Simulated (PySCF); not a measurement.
Compound: C₄H₈OPSi (doublet state).
Cartesian coordinates in Å at the GFN2-xTB level; atoms count from 1:
```xyz
15
C4H8OPSi angstrom
O     -3.538   -1.149    0.163
C     -2.625   -0.399    0.360
C     -1.899    0.391   -0.692
C     -0.409    0.317   -0.543
C      0.252   -0.730   -0.046
Si     2.101   -0.744    0.190
P      3.056    0.957   -0.895
H     -2.241   -0.217    1.384
H     -2.221    1.433   -0.590
H     -2.206    0.046   -1.685
H      0.145    1.176   -0.904
H     -0.314   -1.584    0.304
H      2.672   -2.039   -0.208
H      4.340    0.657   -0.476
H      2.885    1.894    0.112
```

The hyperfine couplings belong to this conformer and change with its torsions.

Identity: `O=CC/C=C/[SiH]P` [radical].

Computed with UKS B3LYP, pcH-1 on C H O P Si, non-relativistic, mean-field spin-orbit, GIAO (PySCF 2.14.0). Geometry: GFN2-xTB, one conformer, isolated molecule. Couplings are sensitive to structure, and on GFN2-xTB geometries they can be far from those on DFT ones, by a factor of two or more for some ions and for spin on atoms past the first row. The SCF solution wasn't tested for stability.

**Question.** Match the computed a_iso(13C) values +19.1, +8.6, -3.8, +3.2 MHz with the sites C2; C3; C4; C5.

**Answer.** 
```tsv
site	a_iso (MHz)	ρ(0) (bohr⁻³)	position	distance from Si6 (Å)	spin population	largest |T| (MHz)
C2	+3.2	+0.0029	4 bonds from Si6	4.74	0.00	0.5
C3	-3.8	-0.0034	3 bonds from Si6	4.25	-0.01	0.7
C4	+19.1	+0.0171	2 bonds from Si6	2.82	+0.18	28.9
C5	+8.6	+0.0076	1 bond from Si6	1.86	-0.09	13.0
```

**Question.** The isotropic 1H couplings, averaged over equivalent nuclei, are +32.5, +20.4, +16.1, -10.3, +2.3, -0.2 MHz. Assign them to H8; H9/H10; H11; H12; H13; H14/H15.

**Answer.** 
| site | a_iso (MHz) | ρ(0) (bohr⁻³) | position | distance from Si6 (Å) | bound to | spin population there | largest \|T\| (MHz) |
| --- | --- | --- | --- | --- | --- | --- | --- |
| H8 | -0.2 | 0.0000 | 5 bonds from Si6 | 4.53 | C2 | 0.00 | 1.6 |
| H9/H10 | +16.1 | +0.0036 | 4 bonds from Si6 | 4.83 | C3 | -0.01 | 2.4 |
| H11 | -10.3 | -0.0023 | 3 bonds from Si6, on C4 of spin population +0.18 | 2.95 | C4 | +0.18 | 5.9 |
| H12 | +2.3 | +0.0005 | 2 bonds from Si6 | 2.56 | C5 | -0.09 | 4.6 |
| H13 | +32.5 | +0.0073 | 1 bond from Si6 | 1.47 | Si6 | +0.82 | 8.7 |
| H14/H15 | +20.4 | +0.0046 | 2 bonds from Si6 | 2.74 | P7 | +0.08 | 4.0 |

ρ(0) is the spin density at the nucleus and T the dipolar tensor; a_iso includes a spin–orbit part; entries for several nuclei are means. The Mulliken spin populations are largest on Si6 (+0.82), C4 (+0.18), C5 (-0.09) and P7 (+0.08). The angles at Si6 add up to 333.8°, so it is pyramidal.

β density exceeds α density at some nuclei, such as C3 (-0.0034) and H11 (-0.0023), spin density in bohr⁻³. In a single determinant that takes different orbitals for the two spins, that is spin polarisation.

Means are taken over nuclei equivalent by connectivity, which assumes that they swap fast. The 1H value of +20.4 MHz is a mean of couplings from 4.5 to 36.3 MHz in this one geometry, not an average over conformers. The 1H value of +16.1 MHz is a mean of couplings from 10.0 to 22.3 MHz in this one geometry, not an average over conformers.
